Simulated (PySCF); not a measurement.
## How methods differ on the excitation energy of Pb+

Pb+ [Xe] 4f14 5d10 6s2 6p1 (2P) → Pb+ [Xe] 4f14 5d10 6s2 7s1 (2S), as a difference of total energies. All numbers are calculated (PySCF 2.14, the spin-free X2C one-electron Hamiltonian (Gaussian nucleus), in x2c-TZVPPall with one added diffuse shell each of s, p, d, f type (12s8p7d4f, 99 functions)). Correlated levels: valence: [Xe] 4f14 5d10 frozen. The calculations carry no spin-orbit coupling.

```
           method  excitation energy (cm⁻¹)
              UHF                     48167
    MP2 (valence)                     48076
SCS-MP2 (valence)                     48182
   CCSD (valence)                     48207
CCSD(T) (valence)                     48176
```

Errors of the correlated levels include the incompleteness of this basis and the frozen core.

For comparison: 50061 cm⁻¹ (measured; NIST levels, between the centres of gravity of the two terms).
